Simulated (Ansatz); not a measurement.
Which is lower?

Two relaxed structures of SiHTeO (charge +1), singlet (PBE0-D4/def2-TZVP; forces vanish, vibrations not checked).

A:

```csv
atom,x (Å),y (Å),z (Å)
O1,0.9312,0.5843,0.6988
Si2,-0.4284,0.1795,-0.3894
Te3,0.7813,-1.5579,0.8495
H4,1.7666,0.9768,0.3958
```

B:

```
atom    x (Å)    y (Å)   z (Å)
  O1   1.0290   0.0641  0.5728
 Si2  -0.5167   0.1697  0.1318
 Te3   1.1240  -1.9408  0.2312
  H4   0.6501  -2.3134  1.7834
```

Program: Ansatz 0.2.0. Basis: def2-TZVPP. Cores are frozen in the correlated methods. Filled d shells of the heavier atoms are correlated. Core potentials replace the inner electrons of the atoms past krypton. The def2 sets are not built for correlating such inner shells, so the correlated values are less sure here. B3LYP uses VWN-RPA correlation.

Problem. Which structure is lower at CCSD(T), and by how much? (An estimate is asked for; the value comes from the calculation.)

Solution. By the calculation: B, by 26.0 kJ/mol (electronic energy, against the other). By their contacts, A is SiHTeO ([OH]1[Si][Te]1), total charge +1 and B is SiHTeO ([O]1[Si][TeH]1), total charge +1.

All methods give the same order:

```
   method  E(B) − E(A) (kJ/mol)
   PBE-D4                 -18.2
r2SCAN-D4                 -23.9
  PBE0-D4                 -16.6
 B3LYP-D4                 -22.1
  wB97M-V                 -23.2
       HF                 -18.8
      MP2                 -32.4
     CCSD                 -25.5
  CCSD(T)                 -26.0
```

The T1 diagnostic stays at or below 0.022. The restricted Hartree–Fock reference is unstable towards an unrestricted one at one or more of these structures.

Labels in which every atom is bracketed show which atoms are joined, not bond orders.

For scale, one of the runs: CCSD(T)/def2-TZVPP, 137 basis functions, launched by `ansatz run in.yaml --threads 2 --pin off --events-out ev --progress --plain --max-ram 4352MiB`. The run took 36 s on 2 CPU threads of an Intel Xeon (shared host), with 0.83 GiB of host memory at its peak.
